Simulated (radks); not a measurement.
The nuclear charge of the fluorine ion F2+ is varied continuously with 7 electrons held in [He] 2s2 2p3. Calculated with a radial shooting solver on a logarithmic mesh with Libxc functionals: scalar-relativistic Kohn-Sham, PBEsol, spin-polarised, spherical densities, point nucleus; open shells are filled with parallel spins first. By the Hellmann-Feynman theorem dE/dZ = E(electron-nucleus)/Z, the electronic potential at the nucleus. The scalar-relativistic energy here is not variational (the density holds large components alone), so the two differ by a part that grows with Z.

[
 {"Z": "8", "E (hartree)": "-74.30797", "E(electron-nucleus)/Z (hartree)": "-21.5872", "HOMO": "2p", "e(HOMO) (eV)": "-26.289", "<r> HOMO (bohr)": "1.085"},
 {"Z": "8.2", "E (hartree)": "-78.69116", "E(electron-nucleus)/Z (hartree)": "-22.2422", "HOMO": "2p", "e(HOMO) (eV)": "-30.759", "<r> HOMO (bohr)": "1.036"},
 {"Z": "8.4", "E (hartree)": "-83.20537", "E(electron-nucleus)/Z (hartree)": "-22.8970", "HOMO": "2p", "e(HOMO) (eV)": "-35.513", "<r> HOMO (bohr)": "0.9923"},
 {"Z": "8.6", "E (hartree)": "-87.85055", "E(electron-nucleus)/Z (hartree)": "-23.5518", "HOMO": "2p", "e(HOMO) (eV)": "-40.548", "<r> HOMO (bohr)": "0.9520"},
 {"Z": "8.8", "E (hartree)": "-92.62670", "E(electron-nucleus)/Z (hartree)": "-24.2064", "HOMO": "2p", "e(HOMO) (eV)": "-45.863", "<r> HOMO (bohr)": "0.9151"},
 {"Z": "9", "E (hartree)": "-97.53382", "E(electron-nucleus)/Z (hartree)": "-24.8611", "HOMO": "2p", "e(HOMO) (eV)": "-51.458", "<r> HOMO (bohr)": "0.8810"},
 {"Z": "9.2", "E (hartree)": "-102.57190", "E(electron-nucleus)/Z (hartree)": "-25.5158", "HOMO": "2p", "e(HOMO) (eV)": "-57.331", "<r> HOMO (bohr)": "0.8496"},
 {"Z": "9.4", "E (hartree)": "-107.74094", "E(electron-nucleus)/Z (hartree)": "-26.1704", "HOMO": "2p", "e(HOMO) (eV)": "-63.483", "<r> HOMO (bohr)": "0.8204"},
 {"Z": "9.6", "E (hartree)": "-113.04095", "E(electron-nucleus)/Z (hartree)": "-26.8252", "HOMO": "2p", "e(HOMO) (eV)": "-69.912", "<r> HOMO (bohr)": "0.7932"},
 {"Z": "9.8", "E (hartree)": "-118.47195", "E(electron-nucleus)/Z (hartree)": "-27.4799", "HOMO": "2p", "e(HOMO) (eV)": "-76.618", "<r> HOMO (bohr)": "0.7678"},
 {"Z": "10", "E (hartree)": "-124.03396", "E(electron-nucleus)/Z (hartree)": "-28.1348", "HOMO": "2p", "e(HOMO) (eV)": "-83.600", "<r> HOMO (bohr)": "0.7441"}
]

The central difference of E at Z = 9 is -24.863 hartree, to compare with the third column; the second derivative is -3.27 hartree.
